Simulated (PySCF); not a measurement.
CH3AlFIO, SMILES [I][Al]([O]C)[F]. The structure is a stationary point at PBE-D3(BJ)/def2-SVP. The def2 effective core potentials stand for the cores of I; spin–orbit coupling is left out. One conformer was computed; it need not be the lowest.

Computed equilibrium geometry at PBE-D3(BJ)/def2-SVP (PySCF confirms it by a frequency run) as bond lengths and angles, and its point group (one conformer of several):
point group Cs.
Atoms: Al1 F2 I3 O4 C5 H6 H7 H8. Bonded distances (Å): Al1–F2 1.668, Al1–I3 2.464, Al1–O4 1.695, O4–C5 1.407, C5–H6 1.112, C5–H7 1.112, C5–H8 1.114. Bond angles (°): F2–Al1–I3 120.0, F2–Al1–O4 117.7, I3–Al1–O4 122.2, Al1–O4–C5 135.9, O4–C5–H6 110.2, O4–C5–H7 110.2, O4–C5–H8 113.1, H6–C5–H7 107.6, H6–C5–H8 107.8, H7–C5–H8 107.8.
Charge 0, spin multiplicity 1.
